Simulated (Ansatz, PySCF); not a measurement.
Pulling on the B1–Cl2 bond in BCl (multiplicity 1 held). Energies count from the point at 1.722 Å.


Restricted levels (R-, RO-) in cc, def2 and unpolarised 6-31G sets keep to the state of the molecule at rest. Unrestricted levels (U-) break spin symmetry where that is lower. Active spaces are followed from rest. Levels need not reach the same state.

Correlated levels freeze the cores. Rows in 6-31G* carry no dispersion term and start afresh at each structure (6-31G* with six Cartesian d functions).

Run with Ansatz (Gaussian orbitals); PySCF for 6-31G* rows. 

| level | energy at R = 6.886 Å (eV) |
|---|---|
| R-HF/6-31G* | 7.116 |
| U-HF/cc-pV(T+d)Z | 3.806 |
| R-PBE/cc-pV(T+d)Z | 5.558 |
| U-PBE/cc-pV(T+d)Z | 5.034 |
| U-wB97X-V/cc-pV(T+d)Z | 5.259 |
| R-MP2/cc-pV(T+d)Z | [?] |
| R-SCS-MP2/cc-pV(T+d)Z | [?] |
| U-SCS-MP2/cc-pV(T+d)Z | 5.006 |
| FIC-MRCISD+Q on CASSCF(10,8)/cc-pV(T+d)Z | 5.121 |

Q: Some entries are withheld; supply them.

A: 
- R-MP2/cc-pV(T+d)Z, energy at R = 6.886 Å (eV): 6.559
- R-SCS-MP2/cc-pV(T+d)Z, energy at R = 6.886 Å (eV): 6.243

Doubts at one or more of the structures used: a restricted determinant that unrestricted orbitals would lower (R-HF/6-31G*, R-PBE/cc-pV(T+d)Z, R-MP2/cc-pV(T+d)Z, R-SCS-MP2/cc-pV(T+d)Z); a spin-contaminated determinant (U-HF/cc-pV(T+d)Z, U-PBE/cc-pV(T+d)Z, U-wB97X-V/cc-pV(T+d)Z, U-SCS-MP2/cc-pV(T+d)Z).

Ansatz is an electronic-structure program.
